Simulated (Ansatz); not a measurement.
This Ansatz (a quantum-chemistry and plane-wave program) input (r2SCAN/aug-cc-pVDZ) gives -0.49947 Eh with 9 basis functions.

Ansatz 0.2 input:
```yaml
crystal:
  periodic: [false, false, false]
  atoms:
    - {symbol: H, position_ang: [0.00000000, 0.00000000, 0.00000000]}
basis:
  gaussian:
    orbitals: aug-cc-pVDZ
hamiltonian:
  xc: {name: r2SCAN}
magnetization: {spin_polarized: true, initial_magnetization: 1}
scf: {lower_state_search: full}
```

Change:
```diff
- orbitals: aug-cc-pVDZ
+ orbitals: pcseg-2
```

Problem. What does the run give now?

Solution. -0.50009 Eh (r2SCAN/pcseg-2, 14 functions), a change of -0.62 mEh.
